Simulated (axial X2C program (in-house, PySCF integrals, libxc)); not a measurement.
Low determinants of PdH at the PBE0 level, 2c

All values were computed with an in-house relativistic program for diatomic molecules. Two-component (2c) means X2C with spin–orbit coupling and atomic mean-field two-electron Coulomb and Gaunt terms. Basis: Pd dyall-cv3z [12s12p8d5f3g], H dyall-v3z [6s2p1d] (cores contracted in-house); Gaussian nuclei, density fitting, unrestricted open shells. Masses: Pd 105.903 u, H 1.008 u.

Search at 1.520 Å (vertical energies from the lowest determinant):

```
ΔE (eV)    state  electrons beyond evenly filled partner blocks  electrons in ±ω = 1/2, 3/2, 5/2, 7/2
   0.00  Ω = 1/2                                        ω = 1/2                             29 14 4 0
   0.91  Ω = 5/2                                        ω = 5/2                             30 14 3 0
   1.13  Ω = 3/2                                        ω = 3/2                             30 13 4 0
   3.23  Ω = 7/2                           2 × ω = 1/2, ω = 5/2                             30 14 3 0
   3.49  Ω = 5/2                           2 × ω = 1/2, ω = 3/2                             30 13 4 0
   3.53  Ω = 1/2                          2 × ω = -1/2, ω = 3/2                             30 13 4 0
   3.72  Ω = 3/2                          2 × ω = -1/2, ω = 5/2                             30 14 3 0
```

Lowest determinant, Ω = 1/2 (⟨Sz⟩ = 0.49, ⟨Lz⟩ = 0.01 at PBE0): Re = 1.534 Å, ωe = 2014.5 cm⁻¹.

The determinant in row 2 of the search, Ω = 5/2 (⟨Sz⟩ = 0.50, ⟨Lz⟩ = 2.00 at PBE0), was followed along the bond at PBE0; measured from the minimum of the lowest determinant it gives:

Te = 0.864 eV (6972 cm⁻¹), Re = 1.600 Å, ωe = 1834.4 cm⁻¹.

(1) Compare the bond of the determinant in row 2 with that of the lowest one.

The search compares states at one distance, so a state with another bond length can lie lower; it is not exhaustive and yields mostly the lowest determinant of each block pattern, so other components and higher states of one pattern are missing. These are energies of single determinants, not of spin-adapted states; PBE0 term energies can be off by some tenths of an eV, and the functional has no current term.

Answers

(1) At PBE0 its Re is 0.066 Å longer and its force constant, which goes as ωe², is 0.83 times that of the lowest determinant. T0 ≈ Te + Δωe/2 = 6972 + (-90) = 6882 cm⁻¹.
